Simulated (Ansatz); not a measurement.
C₃H₇FOZn (`CC(C)[O][Zn][F]`), relaxed with RKS PBE0-D4/def2-TZVP in Ansatz 0.2.0 from a PBE-D4/def2-SVP geometry. The force threshold is 0.005 eV/Å; the program also tests the step.

Charge 0, multiplicity 1.

Start:

```xyz
13

C     1.094    0.139    0.419
C    -0.423   -0.070    0.371
C    -1.178    1.257    0.281
O    -0.818   -0.868   -0.734
Zn    0.340   -2.025   -1.443
F     1.357   -3.191   -2.251
H     1.414    0.762    1.279
H     1.439    0.637   -0.513
H     1.625   -0.838    0.516
H    -0.726   -0.577    1.323
H    -0.864    1.815   -0.625
H    -0.992    1.891    1.173
H    -2.267    1.069    0.204
```

(1) How much energy does the relaxation release, and in how many steps? (An estimate is asked.)

(2) Which bonds change most? (Best estimate.)

(3) Give the relaxed structure. (Estimate.)

Answers

(1) The calculation gave: 7.29 kJ/mol, in 36 steps, 4 of them rejected.

(2) The calculation gave: C1–H9 from 1.115 to 1.091 Å; C2–H10 from 1.121 to 1.099 Å; O4–Zn5 from 1.784 to 1.764 Å; C1–H7 from 1.110 to 1.093 Å.

(3) The calculation gave: 
```xyz
13

C     1.157    0.145    0.824
C    -0.324   -0.138    0.655
C    -1.032    0.985   -0.077
O    -0.540   -1.379    0.026
Zn    0.017   -1.699   -1.617
F     0.511   -2.146   -3.226
H     1.330    1.059    1.398
H     1.633    0.277   -0.157
H     1.649   -0.684    1.335
H    -0.772   -0.235    1.655
H    -0.589    1.130   -1.071
H    -0.949    1.933    0.461
H    -2.091    0.750   -0.204
```
